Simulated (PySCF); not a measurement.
ClH2InO2. Atoms are numbered in the order given.

```xyz
6

In    -0.0016    -0.2595     0.0000
Cl    -0.0771     2.0720     0.0000
O     -1.7005    -1.2766     0.0000
H     -1.5295    -2.2268     0.0000
O      1.7547    -1.1887     0.0000
H      2.4860    -0.5590     0.0000
```
Charge 0, spin multiplicity 1.

The structure is a stationary point at PBE0-D3(BJ)/def2-SVP. The def2 effective core potentials stand for the cores of In; spin–orbit coupling is left out. Other conformers were not sampled.

Level of theory: M06-2X/def2-TZVPD in PySCF.

| Item | Result |
|---|---|
| total energy | -802.01806 hartree |
| point group | Cs |
| highest occupied level | -10.47 eV |
| lowest empty level | -1.77 eV |
| orbital gap | 8.69 eV |
| dipole moment | 0.318 e·Å |
| quadrupole, principal values (traceless, Buckingham form, about the centre of nuclear charge) | -8.29, 2.00, 6.29 D·Å |
| mean static polarisability | 56.2 bohr³ (8.33 Å³) |
| polarisability, principal values | 42.9, 58.8, 66.9 bohr³ |
